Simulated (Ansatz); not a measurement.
Species: CH$_{2}$N$_{2}$, SMILES `N=C=N` with one electron removed (charge 1, multiplicity 2), formula CH₂N₂.

### Question
How many basis functions does frozen-core CCSD(T)/cc-pVTZ // B3LYP-D3(BJ)/def2-TZVP run with Ansatz (a quantum-chemistry and plane-wave program) use, how many core orbitals are frozen, and how many electrons are correlated?

### Answer
118 basis functions and 3 frozen orbitals, which leaves 15 correlated electrons. Core time is of the order of minutes.
